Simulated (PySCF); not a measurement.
C5H14P2S.
Z-matrix (Å and degrees, PBE0-D3(BJ)/def2-SVP geometry), rows numbered from 1:
```
C 
C   1  1.5199
P   2  1.8380  1  116.81
P   3  2.2343  2  102.27  1    56.90
S   3  1.9541  2  113.03  1  -176.05
C   3  1.8540  2  106.25  1   -50.18
C   6  1.5240  3  109.60  2   -62.14
C   6  1.5236  3  109.74  2   174.44
H   1  1.1004  2  111.83  3    64.08
H   1  1.1011  2  111.96  3   -56.76
H   1  1.1006  2  110.35  3  -176.53
H   2  1.1024  1  112.20  3  -120.63
H   2  1.1021  1  112.10  3   120.70
H   4  1.4257  3   91.83  2   161.44
H   4  1.4281  3   91.16  2    68.54
H   6  1.1045  3  105.60  2    56.49
H   7  1.1006  6  112.38  3    63.35
H   7  1.1011  6  110.18  3   -57.23
H   7  1.1011  6  110.08  3  -176.70
H   8  1.1010  6  110.11  3   176.96
H   8  1.1010  6  110.27  3    57.20
H   8  1.1010  6  112.16  3   -63.34
```

Computed with PySCF at PBE0/pcSseg-1, non-relativistic, on one gas-phase PBE0-D3(BJ)/def2-SVP geometry that isn't relaxed in the solvent. The solvent is an IEF-PCM continuum (van der Waals radii × 1.2). Specific hydrogen bonds and non-electrostatic terms are outside this model.

Gas phase at PBE0/pcSseg-1: HOMO -6.23 eV, LUMO -0.42 eV, dipole 3.85 D.

Problem. What does the continuum do to the energy, the frontier levels and the dipole at PBE0/pcSseg-1 in chloroform and methanol?

Solution. 
```tsv
solvent	ε	E(solvent) − E(gas) (kJ/mol)	polarisation term (kJ/mol)	distortion of the solute (kJ/mol)	HOMO (eV)	LUMO (eV)	dipole (D)
chloroform	4.711	-24.96	-29.68	4.72	-6.44	-0.34	5.22
methanol	32.61	-34.95	-44.62	9.67	-6.55	-0.33	5.86
```

Polarisation term: ½ Σ q·V over the induced surface charges. Distortion: the rise of the solute's own energy as its density leaves the gas-phase optimum. From chloroform to methanol the lowering changes by a factor 1.40, Onsager's factor (ε − 1)/(2ε + 1) by 1.34 and ε itself by 6.9.

Problem. Which radius a makes the point-dipole formula ΔE = −[(ε − 1)/(2ε + 1)]·μ²/a³ give the value in methanol, with the gas-phase dipole?

Solution. μ = 1.516 au and |ΔE| = 0.01331 Eh give a = 2.30 Å; the farthest nucleus lies 3.53 Å from the centroid of the nuclei, so such a sphere wouldn't even hold the nuclei. The formula assumes a rigid point dipole at the centre of a sphere.

Problem. Which ESP-fitted charges (PBE0/pcSseg-1) respond most in chloroform (means over atoms taken as equivalent)?

Solution. 
| atoms | environment | gas (e) | solvent (e) | change |
| --- | --- | --- | --- | --- |
| S5 | sulfur bonded to P | -0.317 | -0.425 | -0.108 |
| P3 | phosphorus bonded to 2 C, P and S | -0.315 | -0.260 | +0.055 |
| C6 | sp3 carbon bound to phosphorus | +0.530 | +0.554 | +0.024 |
| C8 | methyl carbon | -0.642 | -0.660 | -0.018 |
| C1 | methyl carbon | -0.200 | -0.214 | -0.014 |
| H14/H15 | P–H hydrogen | +0.161 | +0.171 | +0.010 |
| C2 | sp3 carbon bound to phosphorus | +0.106 | +0.098 | -0.008 |
| H13 | methylene hydrogen | +0.089 | +0.097 | +0.008 |

Problem. Which Mayer bond orders change most in chloroform?

Solution. 
```
  bond  length (Å)    gas  solvent  change
 P3–S5       1.954  1.627    1.533  -0.094
 P3–P4       2.234  0.898    0.920  +0.022
 C2–P3       1.838  0.878    0.895  +0.017
 P3–C6       1.854  0.826    0.840  +0.014
 C1–C2       1.520  1.015    1.020  +0.005
C2–H12       1.102  0.928    0.924  -0.004
C2–H13       1.102  0.935    0.931  -0.004
C1–H11       1.101  0.961    0.958  -0.003
```

Problem. How do the nuclear quadrupole coupling constants eQVzz/h respond in chloroform?

Solution. 
```
  nucleus  Q (barn)  gas (MHz)  solvent (MHz)  η gas  η solvent
33S at S5  -0.06781     -37.02         -36.04   0.06       0.05
```
